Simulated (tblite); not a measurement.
Problem. What does the GFN2-xTB structure of `FC(F)(F)[SiH2]O[SiH](O)O` look like in three dimensions?

Solution. 
```xyz
14
CH5F3O3Si2 angstrom
O      1.5740    1.2425    1.0255
Si     1.7281   -0.2744    0.4951
O      3.0999   -0.3897   -0.3323
O      0.4584   -0.6339   -0.5042
Si    -0.9757   -0.5318   -1.1830
C     -2.1308    0.1911    0.2195
F     -1.5182    1.1922    0.9083
F     -3.2928    0.7131   -0.2170
F     -2.4632   -0.7261    1.1508
H      0.7493    1.5676    1.3804
H      1.7345   -1.3224    1.4871
H      3.5074    0.3729   -0.7369
H     -0.9975    0.4645   -2.2461
H     -1.4742   -1.8661   -1.4694
```

Orientation and origin are arbitrary. Atoms count from 1 in this order. The 4 O–Si bonds span 1.590 Å (O4–Si5, drawn single) to 1.655 Å (Si2–O4, drawn single), a spread of 0.065 Å. Si5 (oxygen-bound silicon) is distorted tetrahedral (angles from 104.5° to 118.6°). H10 on O1 lies 2.35 Å from F7, 6 bonds away (angle at H 135°; Bondi radii sum to 2.67 Å). Of the pairs four or more bonds apart, those above aside, Si2···F7 is among the closest relative to their van der Waals radii: 3.59 Å, 100 % of the sum of Bondi's values.

Bonds between heavy atoms (Å): O1–Si2 1.614, Si2–O3 1.606, Si2–O4 1.655, O4–Si5 1.590, Si5–C6 1.955, C6–F7 1.361, C6–F8 1.347, C6–F9 1.349.

Computed geometry: GFN2-xTB, gas phase.

Point group: C1 (no symmetry element, even within 0.4 Å). Its GFN2-xTB frequencies are all real (lowest 17 cm⁻¹). One conformer, not necessarily the lowest (H–O1–Si2–O3 167°, O1–Si2–O3–H -24°, O1–Si2–O4–Si5 -19°, Si2–O4–Si5–C6 -30°).
